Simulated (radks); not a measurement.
Values are calculated unless marked as measured or tabulated.
Valence configurations of Pr3+ (all share [Xe]). Level of theory: Dirac Kohn-Sham, LDA (Slater exchange, Perdew-Wang correlation), spin-unpolarised, spherical densities, finite nucleus; open shells are shared between the two j in proportion to 2j + 1; Fermi nuclear charge, rms radius 4.8919 fm (a radial shooting solver on a logarithmic mesh with Libxc functionals). Energies are relative to 4f2; eigenvalues in eV.

valence	E (eV)	e(4f5/2)	e(4f7/2)	e(5d3/2)	e(5d5/2)	e(6p1/2)
4f2	0.000	-30.334	-29.931	-	-	-
4f1.5 5d0.5	3.603	-33.609	-33.183	-25.189	-24.825	-
4f1.5 6p0.5	7.746	-35.576	-35.148	-	-	-18.384
4f1 5d1	8.433	-37.095	-36.647	-26.111	-25.725	-
4f1 6s1	12.442	-40.131	-39.679	-	-	-
4f0.5 5d1.5	14.595	-40.767	-40.296	-27.022	-26.613	-
4f1 6p1	17.508	-41.110	-40.658	-	-	-19.584
5d2	22.184	-	-	-27.922	-27.488	-
6p2	44.040	-	-	-	-	-21.671

NIST lists [Xe] 4f2 as the ground configuration; this level of theory agrees among the configurations tried. The energies are those of spherical spin-averaged densities, not of single terms.
